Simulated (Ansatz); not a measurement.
Molecule: ZnBr, net charge 1, singlet state. 
Geometry from a B3LYP-D3(BJ)/def2-TZVP (Ansatz, a quantum-chemistry and plane-wave program) optimisation:
```xyz
2

Zn     0.0000     0.0000    -1.1921
Br     0.0000     0.0000     1.0218
```
Charge +1, spin multiplicity 1.

Basis-set convergence of Hartree-Fock and CCSD(T) correlation energies (hartree) with Ansatz. Cores are frozen in the correlated levels unless marked. Spin-orbit coupling is left out. The frozen core is the preceding noble-gas configuration, with the filled d and f shells of earlier blocks. Non-relativistic.

```json
[
 {"basis": "def2-SVPD", "functions": "75", "E(HF)": "-4349.41379", "E(corr, CCSD(T))": "-0.40380", "rough core time": "under 20 s"},
 {"basis": "def2-TZVPPD", "functions": "124", "E(HF)": "-4349.96845", "E(corr, CCSD(T))": "-0.61282", "rough core time": "under 20 s"},
 {"basis": "def2-QZVPPD", "functions": "198", "E(HF)": "-4350.06002", "E(corr, CCSD(T))": "-0.66193", "rough core time": "26 s"}
]
```

Extrapolating the two largest sets (X = 3 and 4) as X^-3: E(corr) = (64·(-0.66193) - 27·(-0.61282))/37 = -0.6978 Eh, an estimate of the basis-set limit. The largest set recovers 94.9 % of it, the smallest 57.9 %.
